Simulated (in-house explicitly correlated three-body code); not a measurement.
Computed with an exponentially correlated three-body code. Model: two electrons around a point charge, non-relativistic, variational in 260 exponentially correlated functions (energies converged to about 1e-7 hartree, or 1e-8 relative for large Z).

Command:
```bash
python run_hyl.py task.json out
```
Settings (lengths in bohr, energies in hartree):
```
Z                      6
nuclear_mass           5000
interaction_strength   1
functions              260
states_tried           13
```

Time taken, with all properties: 28 s on 1 thread of Intel(R) Xeon(R) Platinum 8375C CPU @ 2.90GHz (Ice Lake) (shared host).

**Those bound S and P states to n = 4 that converged, binding against the one-electron ion.**

Given: nuclear charge 6; mass of the centre 5000 electron masses.

Computed: one-electron threshold -17.9964007 hartree.

```json
{"term": "1 1S", "energy (hartree)": "-32.3996298", "binding (eV)": "391.93"}
{"term": "2 3S", "energy (hartree)": "-21.4164627", "binding (eV)": "93.065"}
{"term": "2 3P", "energy (hartree)": "-21.217863", "binding (eV)": "87.66"}
{"term": "2 1S", "energy (hartree)": "-21.2177626", "binding (eV)": "87.658"}
{"term": "2 1P", "energy (hartree)": "-21.0887462", "binding (eV)": "84.147"}
{"term": "3 3S", "energy (hartree)": "-19.4665069", "binding (eV)": "40.004"}
{"term": "3 1S", "energy (hartree)": "-19.4139222", "binding (eV)": "38.573"}
{"term": "3 3P", "energy (hartree)": "?", "binding (eV)": "?"}
{"term": "3 1P", "energy (hartree)": "-19.3765492", "binding (eV)": "37.556"}
{"term": "4 3S", "energy (hartree)": "-18.8109828", "binding (eV)": "22.166"}
{"term": "4 1S", "energy (hartree)": "?", "binding (eV)": "?"}
{"term": "4 3P", "energy (hartree)": "-18.7891438", "binding (eV)": "21.572"}
{"term": "4 1P", "energy (hartree)": "-18.774089", "binding (eV)": "21.162"}
```

(1) What belongs in the row 3 3P?

(2) What belongs in the row 4 1S?

**Converged states only, values per electron or pair.**

```
term  mean r (bohr)  mean r squared (bohr²)  mean inverse r (1/bohr)  mean r12 (bohr)  mean inverse r12 (1/bohr)  mean cosine  mean p1 dot p2 (bohr⁻²)  delta r1 (bohr⁻³)  delta r12 (bohr⁻³)
1 1S        0.26685                0.095779                   5.6865          0.39538                     3.4383    -0.021995                   0.6826             61.407              6.1391
2 3S         0.6772                  0.7518                   3.6552           1.1449                     1.0297   -0.0071369                 0.049222             37.503                   -
2 3P        0.60734                 0.60125                   3.6362           1.0202                     1.1987    -0.068462                  -1.9799             33.984                   -
2 1S        0.70772                 0.83364                   3.6335           1.1948                     1.1664    -0.010276                 0.057128              37.22             0.98421
2 1P              ?                       ?                        ?                ?                          ?            ?                        ?                  ?                   ?
3 3S         1.4028                  3.7489                   3.2858           2.5725                    0.49633   -0.0023124                 0.014042             35.249                   -
3 1S         1.4477                  4.0171                     3.28           2.6596                    0.53252   -0.0032749                  0.01746              35.19             0.28819
3 3P          1.349                   3.495                   3.2805           2.4683                    0.53996    -0.017016                 -0.47181             34.263                   -
3 1P         1.3829                  3.6879                    3.276           2.5285                     0.5589     0.009654                  0.48385             34.369            0.076506
4 3S         2.4286                  11.978                   3.1592           4.6163                    0.28846  -0.00099178                0.0057571             34.725                   -
4 1S              ?                       ?                        ?                ?                          ?            ?                        ?                  ?                   ?
4 3P         2.3905                  11.686                    3.157           4.5416                     0.3059    -0.006763                 -0.18479             34.319                   -
4 1P         2.4354                  12.152                   3.1552           4.6284                    0.31399    0.0038346                  0.19562             34.361            0.033332
```

(3) What belongs in the row 2 1P?

(4) What belongs in the row 4 1S?

## Answers

(1) energy (hartree): -19.4129469; binding (eV): 38.546.

(2) energy (hartree): -18.7897134; binding (eV): 21.587.

(3) mean r (bohr): 0.63101; mean r squared (bohr²): 0.65576; mean inverse r (1/bohr): 3.6196; mean r12 (bohr): 1.0346; mean inverse r12 (1/bohr): 1.2583; mean cosine: 0.038519; mean p1 dot p2 (bohr⁻²): 1.8405; delta r1 (bohr⁻³): 34.436; delta r12 (bohr⁻³): 0.23246.

(4) mean r (bohr): 2.4884; mean r squared (bohr²): 12.612; mean inverse r (1/bohr): 3.1569; mean r12 (bohr): 4.7349; mean inverse r12 (1/bohr): 0.303; mean cosine: -0.0014072; mean p1 dot p2 (bohr⁻²): 0.0073827; delta r1 (bohr⁻³): 34.706; delta r12 (bohr⁻³): 0.12055.
